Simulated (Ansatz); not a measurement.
Species: CCrO, net charge 0, septet state. The spin state was set by rule; other spins were not relaxed. 
Structure (B3LYP-D3(BJ)/def2-TZVP (Ansatz, a quantum-chemistry and plane-wave program) minimum search):
SMILES: [O+]#[C-]->[Cr]
```xyz
3

Cr    -0.6029    -0.5664    -0.5920
O      1.4564     0.9976     1.2596
C      0.4698     0.9354     0.6885
```
Charge 0, spin multiplicity 7.

Parts of the frozen-core correlation energy in def2-QZVPP (Ansatz, hartree). Frozen orbitals: 11; correlated occupied orbitals by spin: 11 and 5; virtual: 185 and 191. Open shells are spin-unrestricted. No spin-orbit coupling. No relativistic terms.

```csv
term,value
reference (HF),-1156.12466
MP2 opposite-spin,-0.29644
MP2 same-spin,(withheld)
CCSD correlation,(withheld)
(T),(withheld)
T1 diagnostic,0.028
largest doubles amplitude,0.039
<S^2> of the reference,12.008
```

Complete the blanks.


- MP2 same-spin, value: -0.20149
- CCSD correlation, value: -0.50183
- (T), value: -0.02544
